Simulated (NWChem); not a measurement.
System: C4H6Si; SMILES C=CC#C[SiH3]

Here is an NWChem input.

```
start job
memory heap 200 mb stack 900 mb global 1100 mb
geometry units angstroms noautoz
  C      0.529176    -3.015559    -0.040358
  C     -0.458886    -2.111935     0.043220
  C     -0.265738    -0.703886     0.027036
  C     -0.128858     0.511302     0.015476
  Si     0.087201     2.326935    -0.002972
  H      1.575115    -2.711334    -0.128731
  H      0.309187    -4.085397    -0.021844
  H     -1.497794    -2.452941     0.131000
  H      0.736126     2.747357    -1.280202
  H      0.948851     2.746750     1.141783
  H     -1.242200     2.995591     0.113924
end
basis spherical
  * library def2-svp
end
dft
  xc xpbe96 cpbe96
  iterations 150
  mulliken
end
task dft energy
```

NWChem printed, in part:

```
             Northwest Computational Chemistry Package (NWChem) 7.3.0
             --------------------------------------------------------

 C1  symmetry detected

                             Geometry "geometry" -> ""
                             -------------------------

 Output coordinates in angstroms (scale by  1.889725989 to convert to a.u.)

  No.       Tag          Charge          X              Y              Z
 ---- ---------------- ---------- -------------- -------------- --------------
    1 C                    6.0000     0.51747502    -3.01515648    -0.00002046
    2 C                    6.0000    -0.47074628    -2.10784904    -0.00005411
    3 C                    6.0000    -0.27168351    -0.70053101     0.00010701
    4 C                    6.0000    -0.12979548     0.51413744     0.00013094
    5 Si                  14.0000     0.09380406     2.32895099    -0.00003171
    6 H                    1.0000     1.56826550    -2.71483939     0.00011638
    7 H                    1.0000     0.29272903    -4.08416561    -0.00012291
    8 H                    1.0000    -1.51461772    -2.44497314    -0.00018900
    9 H                    1.0000     0.84967480     2.74656416    -1.21799454
   10 H                    1.0000     0.85741506     2.74592663     1.21330210
   11 H                    1.0000    -1.23822196     3.00256810     0.00435169

 Effective nuclear repulsion energy (a.u.)     170.3254623941

  pbe96 is a nonlocal functional; adding pw91lda local functional.

                                 NWChem DFT Module
                                 -----------------

 Summary of "ao basis" -> "ao basis" (spherical)
 ------------------------------------------------------------------------------
       Tag                 Description            Shells   Functions and Types
 ---------------- ------------------------------  ------  ---------------------
 C                          def2-svp                 6       14   3s2p1d
 Si                         def2-svp                 8       18   4s3p1d
 H                          def2-svp                 3        5   2s1p

            General Information
            -------------------
          SCF calculation type: DFT
          Wavefunction type:  closed shell.
          No. of atoms     :    11
          No. of electrons :    44
           Alpha electrons :    22
            Beta electrons :    22
          Charge           :     0
          Spin multiplicity:     1
          Use of symmetry is: off; symmetry adaption is: off
          Maximum number of iterations: 150
          AO basis - number of functions:   104
                     number of shells:    50
          Convergence on energy requested:  1.00D-06
          Convergence on density requested:  1.00D-05
          Convergence on gradient requested:  5.00D-04

              XC Information
              --------------
          PerdewBurkeErnzerhof Exchange Functional  1.000
            Perdew 1991 LDA Correlation Functional  1.000 local
           PerdewBurkeErnz. Correlation Functional  1.000 non-local

             Grid Information
             ----------------
          Grid used for XC integration:  medium
          Radial quadrature: Mura-Knowles
          Angular quadrature: Lebedev.
          Tag              B.-S. Rad. Rad. Pts. Rad. Cut. Ang. Pts.
          ---              ---------- --------- --------- ---------
          C                   0.70       49          14.0       434
          Si                  1.10       88          14.0       590
          H                   0.35       45          15.0       434
          Grid pruning is: on
          Number of quadrature shells:   554
          Spatial weights used:  Erf1

      Superposition of Atomic Density Guess
      -------------------------------------

 Sum of atomic energies:        -442.23346051

      Non-variational initial energy
      ------------------------------

 Total energy =    -444.877795
 1-e energy   =    -942.539465
 2-e energy   =     327.336208
 HOMO         =      -0.291754
 LUMO         =      -0.050910

     ---------------------------------------------
      Total Density - Mulliken Population Analysis
     ---------------------------------------------

    Atom       Charge   Shell Charges
 -----------   ------   -------------------------------------------------------
    1 C    6     6.12   1.99  0.96  0.28  1.94  0.93  0.03
    2 C    6     6.11   1.99  0.96  0.26  1.93  0.94  0.04
    3 C    6     5.91   1.99  0.99  0.31  1.89  0.69  0.04
    4 C    6     6.48   1.99  1.02  0.43  1.98  1.02  0.03
    5 Si  14    13.52   2.00  1.99  0.99  0.28  5.94  1.12  1.06  0.14
    6 H    1     0.90   0.67  0.21  0.02
    7 H    1     0.89   0.67  0.20  0.02
    8 H    1     0.88   0.66  0.20  0.02
    9 H    1     1.06   0.69  0.36  0.01
   10 H    1     1.06   0.69  0.36  0.01
   11 H    1     1.07   0.69  0.36  0.01

   convergence    iter        energy       DeltaE   RMS-Dens  Diis-err
 ---------------- ----- ----------------- --------- --------- ---------
 d= 0,ls=0.0,diis     1   -444.8235493005 -6.15D+02  9.75D-03  4.14D-01
 d= 0,ls=0.0,diis     2   -444.8406864911 -1.71D-02  6.63D-03  2.12D-01
 d= 0,ls=0.0,diis     3   -444.8146135346  2.61D-02  4.34D-03  4.10D-01
 d= 0,ls=0.0,diis     4   -444.8674184375 -5.28D-02  1.30D-03  3.10D-02
 d= 0,ls=0.0,diis     5   -444.8716928607 -4.27D-03  2.81D-04  9.58D-04
  Resetting Diis
 d= 0,ls=0.0,diis     6   -444.8718140902 -1.21D-04  8.39D-05  5.40D-05
 d= 0,ls=0.0,diis     7   -444.8718224232 -8.33D-06  4.01D-05  3.14D-06
 d= 0,ls=0.0,diis     8   -444.8718199460  2.48D-06  3.00D-05  2.04D-05
 d= 0,ls=0.0,diis     9   -444.8718228292 -2.88D-06  5.44D-06  4.67D-07
 d= 0,ls=0.0,diis    10   -444.8718228732 -4.40D-08  2.40D-06  1.12D-07

         Total DFT energy =     -444.871822873187
      One electron energy =     -946.849222334928
           Coulomb energy =      375.971767431146
    Exchange-Corr. energy =      -44.319830363533
 Nuclear repulsion energy =      170.325462394128

 Numeric. integr. density =       43.999994772853

                       DFT Final Molecular Orbital Analysis
                       ------------------------------------

 Vector   20  Occ=2.000000D+00  E=-3.010996D-01
              MO Center=  1.1D-01, -2.2D-01, -1.7D-03, r^2= 6.7D+00
   Bfn.  Coefficient  Atom+Function         Bfn.  Coefficient  Atom+Function
  ----- ------------  ---------------      ----- ------------  ---------------
    20      0.319600   2 C  pz               34      0.256215   3 C  pz
     6      0.219584   1 C  pz               90      0.201424   9 H  s
    95     -0.200643  10 H  s                23      0.182795   2 C  pz
    66     -0.178646   5 Si pz               37      0.134665   3 C  pz
     9      0.124341   1 C  pz               69     -0.121854   5 Si pz

 Vector   21  Occ=2.000000D+00  E=-2.455185D-01
              MO Center= -2.5D-01,  1.2D-01,  7.2D-04, r^2= 2.9D+00
   Bfn.  Coefficient  Atom+Function         Bfn.  Coefficient  Atom+Function
  ----- ------------  ---------------      ----- ------------  ---------------
    46      0.397167   4 C  px               32      0.393814   3 C  px
    49      0.242676   4 C  px               35      0.210859   3 C  px
   100      0.151192  11 H  s                85      0.127886   8 H  s
   101      0.123642  11 H  s                 3     -0.100480   1 C  s
    18     -0.096010   2 C  px               86      0.084084   8 H  s

 Vector   22  Occ=2.000000D+00  E=-2.240419D-01
              MO Center=  5.4D-02, -9.8D-01, -2.9D-04, r^2= 4.3D+00
   Bfn.  Coefficient  Atom+Function         Bfn.  Coefficient  Atom+Function
  ----- ------------  ---------------      ----- ------------  ---------------
    48     -0.355981   4 C  pz                6      0.336741   1 C  pz
    34     -0.267484   3 C  pz                9      0.240577   1 C  pz
    51     -0.229158   4 C  pz               20      0.224914   2 C  pz
    37     -0.155087   3 C  pz               23      0.147961   2 C  pz
    90     -0.097982   9 H  s                95      0.097603  10 H  s

 Vector   23  Occ=0.000000D+00  E=-7.884625D-02
              MO Center=  8.4D-02, -1.4D+00, -1.2D-04, r^2= 4.9D+00
   Bfn.  Coefficient  Atom+Function         Bfn.  Coefficient  Atom+Function
  ----- ------------  ---------------      ----- ------------  ---------------
     9      0.469803   1 C  pz                6      0.401924   1 C  pz
    23     -0.340248   2 C  pz               51      0.304457   4 C  pz
    20     -0.295022   2 C  pz               48      0.290977   4 C  pz
    69      0.211548   5 Si pz               34     -0.206542   3 C  pz
    37     -0.203554   3 C  pz               91      0.200826   9 H  s

 Vector   24  Occ=0.000000D+00  E=-3.026166D-02
              MO Center= -1.8D-01,  3.0D-01,  2.0D-04, r^2= 4.8D+00
   Bfn.  Coefficient  Atom+Function         Bfn.  Coefficient  Atom+Function
  ----- ------------  ---------------      ----- ------------  ---------------
    67      0.556657   5 Si px              101      0.524162  11 H  s
    35     -0.424827   3 C  px               32     -0.403770   3 C  px
     3      0.400602   1 C  s                49      0.369469   4 C  px
    86     -0.348133   8 H  s                46      0.300815   4 C  px
    96     -0.263945  10 H  s                91     -0.260937   9 H  s

[...]
```

Level: PBE/def2-SVP. All runs use the structure optimised with PBE0/def2-SVP.
